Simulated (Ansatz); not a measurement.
# GaGeH7Si: where a starting geometry ends

The starting geometry of this gas-phase singlet is a saddle point at B3LYP/6-31G*, pushed by 0.25 Å along its imaginary mode; its bonds are those of `[SiH3][GaH][GeH3]`.

```xyz
10

Ga   -0.5611   -0.2218   -0.4310
Ge   -1.1382   -0.3000    1.9855
Si   -1.5481    1.4462   -1.9209
H    -3.0311    1.5222   -1.7180
H    -0.9683    2.8018   -1.5790
H    -1.2854    1.1675   -3.3734
H     0.4726   -1.2849   -0.9872
H    -2.5400   -0.9835    2.1648
H    -1.2632    1.1091    2.6126
H    -0.1339   -1.1188    2.8424
```

Where would you expect an optimisation with B3LYP/6-31G* to take it?

It keeps its bonds, and is `[SiH3][GaH][GeH3]`.

The energy falls by 0.01 eV over 28 steps:

```
step  E − E(last) (eV)
   1             0.012
   4             0.003
   7             0.002
  10             0.001
  13             0.001
  16             0.000
  19             0.000
  22             0.000
  25             0.000
  28             0.000
```

Final geometry (Å):

```xyz
10

Ga   -0.6140   -0.2015   -0.4131
Ge   -1.2104   -0.3529    1.9902
Si   -1.4943    1.5074   -1.9159
H    -2.8242    2.0201   -1.4809
H    -0.5511    2.6653   -1.9256
H    -1.6228    1.0207   -3.3191
H     0.4068   -1.2804   -0.9803
H    -2.2559   -1.4822    2.2021
H    -1.8392    0.9460    2.5561
H     0.0084   -0.7047    2.8825
```

Frequencies at the end are all real (lowest 16 cm⁻¹). Run with Ansatz 0.2.0, 100 s on 2 threads of Arm Neoverse V1 (shared host).
